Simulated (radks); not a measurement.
The bismuth ion Bi65+, configuration [Ar]. Method: Dirac Kohn-Sham, BLYP, spin-unpolarised, spherical densities, finite nucleus; Fermi nuclear charge, rms radius 5.5211 fm; computed with a radial shooting solver on a logarithmic mesh with Libxc functionals. Some entries of the table are withheld. Estimate them.

orbital  occ.  eigenvalue (hartree)  <r> (bohr)  r(max) (bohr)
1s1/2       2                   (1)     0.01579            (2)
2s1/2       2                   (3)     0.06524        0.05622
2p1/2       2             -762.7989     0.05343        0.04103
2p3/2       4             -676.1913     0.06223        0.04875
3s1/2       2             -307.3375      0.1606            (4)
3p1/2       2             -299.2181      0.1504         0.1414
3p3/2       4             -276.5507      0.1638         0.1552

Answer. 
(1) 1s1/2 eigenvalue (hartree): -3516.748
(2) 1s1/2 r(max) (bohr): 0.009660
(3) 2s1/2 eigenvalue (hartree): -784.0757
(4) 3s1/2 r(max) (bohr): 0.1527
